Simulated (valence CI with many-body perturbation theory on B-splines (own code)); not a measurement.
# Tc XXIX in brief

Computed by configuration interaction combined with many-body perturbation theory (CI+MBPT): five valence electrons over a frozen Dirac-Fock core [Ne], radial functions for each j: 11 s, 11 p, 10 d, 8 f, 5 g, 2 h, with the one-electron correlation potential Σ1, the two-electron term Σ2, the three-electron term Σ3, Breit, model QED; selected CI, second order for the rest, scaled by the run's own slope (own B-spline code, finite nucleus).

No measured spectrum was set against this ion. As an estimate, large intervals hold to a few tenths of a per cent, small ones and those within an open d or f shell to about a per cent. Among the levels kept, up to 3800 cm⁻¹ of a level comes from second order outside the variational space, and about a tenth of that is noise between levels of different J, which matters for small intervals.

Levels are named by their leading jj configuration (3d3/2^4 stands for four electrons in 3d with j = 3/2), which in mixed levels can hold well under half, so a name can repeat and another be missing.

Rates and lifetimes use the calculated energies. Strong lines usually hold to 10 to 20 %, long lifetimes can be off by a factor of two.

Question: What is the ground level?

Answer: (3s^2 3p1/2^2 3p3/2) J=3/2, composition 44 % 3s2 3p3 4S° + 35 % 3s2 3p3 2P° + 19 % 3s2 3p3 2D°, g = 1.527.

Question: Among levels below 2660200 cm⁻¹, which E1 lines absorb most strongly from the ground level?

Answer: to (3s^2 3p1/2 3p3/2 3d3/2) J=5/2 at 7.989 nm, f = 0.246; to (3s^2 3p1/2 3p3/2 3d3/2) J=3/2 at 8.031 nm, f = 0.232; to (3s^2 3p1/2 3p3/2 3d3/2) J=1/2 at 7.896 nm, f = 0.0893.

Question: How well does LS coupling describe the low levels?

Answer: Among the lowest 20 levels the leading LS term, summed over configurations, holds 59 % on average. For single configurations the figures are 54 % in LS and 71 % in jj coupling. Terms mix most in the J = 3/2 level at 846190 cm⁻¹, where the leading one holds 37 %.

Question: Where does the other parity begin?

Answer: At (3s 3p1/2^2 3p3/2^2) J=5/2, 763040 cm⁻¹.

Question: Name the longest-lived excited levels whose lifetime is computed, and their main decay.

Answer: (3s^2 3p1/2 3p3/2^2) J=5/2 at 222930 cm⁻¹ lives 42.2 μs, mostly by M1 to (3s^2 3p1/2^2 3p3/2) J=3/2; (3s^2 3p1/2 3p3/2^2) J=3/2 at 176880 cm⁻¹ lives 8.32 μs, mostly by M1 to (3s^2 3p1/2^2 3p3/2) J=3/2; (3s^2 3p1/2 3p3/2^2) J=1/2 at 282250 cm⁻¹ lives 6.81 μs, mostly by M1 to (3s^2 3p1/2^2 3p3/2) J=3/2. The lifetime of (3s^2 3p1/2 3p3/2 3d5/2) J=9/2 is too uncertain to give, and may be longer.
